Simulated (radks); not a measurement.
Species: Tl3.2+. Configuration: [Kr] 4d10 4f14 5s1.8 5p6 5d10 (fractional occupations, a model configuration). Method: Dirac Kohn-Sham, LDA (Slater exchange, Perdew-Wang correlation), spin-unpolarised, spherical densities, point nucleus; computed with a radial shooting solver on a logarithmic mesh with Libxc functionals.

X-ray form factor f0, the Fourier transform of the density (f0(0) = 77.8):

| sin(theta)/lambda (1/angstrom) | f0 (electrons) |
|---|---|
| 0.05 | 77.129 |
| 0.1 | 75.216 |
| 0.15 | 72.323 |
| 0.2 | 68.800 |
| 0.25 | 64.987 |
| 0.3 | 61.160 |
| 0.4 | 54.107 |
| 0.5 | 48.212 |
| 0.6 | 43.365 |
| 0.8 | 35.727 |
| 1 | 29.692 |
| 1.25 | 23.812 |
| 1.5 | 19.679 |
| 2 | 15.140 |
